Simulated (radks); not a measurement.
The numbers below are computed, except where a source is named.
All-electron atom: W2+ in [Xe] 4f14 5d4 (the NIST ground configuration).

Level of theory: non-relativistic Kohn-Sham, PBE, spin-polarised, spherical densities, point nucleus; open shells are filled with parallel spins first (spin-orbit coupling, left out, can overturn this in heavy ions); relativity is left out, which matters for an element this heavy (a radial shooting solver on a logarithmic mesh with Libxc functionals).

Energy parts (hartree):
| part | energy |
|---|---|
| total | -15290.4794 |
| kinetic | 15286.5353 |
| electron-nucleus | -36372.4796 |
| Hartree | 6101.8625 |
| exchange-correlation | -306.3976 |

Orbitals (lengths in bohr, moments of r in powers of bohr; r(max) is where P^2 peaks; r(90%) holds 90 % of the orbital's charge):
orbital  occ.  eigenvalue (hartree)       <r^4>  r(90%)   <1/r>   r(max)
1s down     1             -2343.354   7.905e-07  0.0364   73.45  0.01358
1s up       1             -2343.354   7.905e-07  0.0364   73.45  0.01358
2s up       1             -385.6357   0.0001290   0.133   17.23  0.07399
2s down     1             -385.6281   0.0001290   0.133   17.23  0.07399
2p up       3             -369.6632  0.00008119   0.118   17.26  0.05745
2p down     3             -369.6574  0.00008119   0.118   17.26  0.05745
3s up       1             -88.47317    0.004502   0.320   6.624   0.2033
3s down     1             -88.47105    0.004502   0.320   6.624   0.2033
3p up       3             -81.07159    0.004019   0.312   6.574   0.1915
3p down     3             -81.06929    0.004019   0.312   6.574   0.1915
3d up       5             -67.27553    0.002734   0.285   6.497   0.1511
3d down     5             -67.27088    0.002734   0.285   6.497   0.1511
4s up       1             -18.16344      0.1059   0.702   2.857   0.4574
4s down     1             -18.15818      0.1059   0.702   2.856   0.4574
4p up       3             -15.07080      0.1171   0.721   2.764   0.4583
4p down     3             -15.06521      0.1170   0.721   2.764   0.4583
4d up       5              -9.43705      0.1503   0.769   2.566   0.4547
4d down     5              -9.43007      0.1497   0.768   2.566   0.4548
5s up       1              -2.97632       3.527    1.69   1.119    1.056
5s down     1              -2.89814       3.423    1.67   1.130    1.050
4f up       7              -2.09568      0.4388   0.974   2.130   0.4221
5p up       3              -2.08961       5.575    1.89   1.002    1.138
4f down     7              -2.08204      0.4167   0.964   2.137   0.4220
5p down     3              -1.99952       5.428    1.88   1.014    1.129
5d up       4              -0.79332       26.69    2.81  0.7049    1.459
5d down     0              -0.68807       28.71    2.86  0.7037    1.443
6s up       0              -0.65517       148.1    4.31  0.4208    2.681
6p up       0              -0.47568       295.9    5.13  0.3526    3.180

The highest occupied level is 5d up at -21.587 eV. The electron density at the nucleus is 2.901e+05 e/bohr^3. The density falls to 0.001 e/bohr^3 at r = 3.67 bohr. The spin density at the nucleus is -3.322 e/bohr^3 (1s -0.019, 2s -0.194, 3s -0.100, 4s 0.251, 5s -3.259). For comparison, the ionisation energy in NIST's Atomic Spectra Database is 26.0 eV (semi-empirical). In exact Kohn-Sham theory the highest level is minus the ionisation energy, but local and semilocal functionals leave it too shallow, through self-interaction and a potential that decays too fast; potentials with the right tail come closer. Spin moment in Bohr magnetons: 4.
